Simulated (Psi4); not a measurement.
Psi4 input (wB97X-D/6-31G*):

```
memory 1500 MB

molecule {
0 1
C    -1.47569600   -0.01860800    0.05623400
C     0.02456200    0.00031000   -0.00093600
F     0.57561300   -0.14119000    1.22370700
F     0.51042000   -0.99733900   -0.77039700
F     0.49302700    1.15844000   -0.51348400
H    -1.80760300   -0.96697800    0.47425900
H    -1.82185600    0.79956700    0.68478500
H    -1.87527900    0.09799900   -0.94927600
symmetry c1
no_reorient
no_com
}

set {
  basis 6-31G*
  reference rks
  scf_type pk
  dft_radial_points 99
  dft_spherical_points 590
  e_convergence 1e-8
  d_convergence 1e-7
  maxiter 150
}

e = energy('wb97x-d')
print_out(f'\nFINAL {e:.10f} DIPOLE {variable("CURRENT DIPOLE")[0]:.6f} {variable("CURRENT DIPOLE")[1]:.6f} {variable("CURRENT DIPOLE")[2]:.6f}\n')
```

From the output:

```
    One-Electron Energy =                -921.9400648087305399
    Two-Electron Energy =                 373.9460827356832056
    DFT Exchange-Correlation Energy =     -30.4687383057002243
    Empirical Dispersion Energy =          -0.0020941915168193
    VV10 Nonlocal Energy =                  0.0000000000000000
    Total Energy =                       -377.4552875305263910

Computation Completed

Properties will be evaluated at   0.000000,   0.000000,   0.000000 [a0]

Properties computed using the SCF density matrix

 Multipole Moments:

 ------------------------------------------------------------------------------------
     Multipole            Electronic (a.u.)      Nuclear  (a.u.)        Total (a.u.)
 ------------------------------------------------------------------------------------

 L = 1.  Multiply by 2.5417464519 to convert [e a0] to [Debye]
 Dipole X            :         -0.8448633           -0.0000038           -0.8448671
 Dipole Y            :         -0.0106549           -0.0000019           -0.0106568
 Dipole Z            :          0.0322182           -0.0000189            0.0321993
 Magnitude           :                                                    0.8455476

 ------------------------------------------------------------------------------------

FINAL -377.4552875305 DIPOLE -0.844867 -0.010657 0.032199

*** Psi4 exiting successfully. Buy a developer a beer!
```

The geometry given is a B3LYP-D3(BJ)/def2-TZVP minimum.
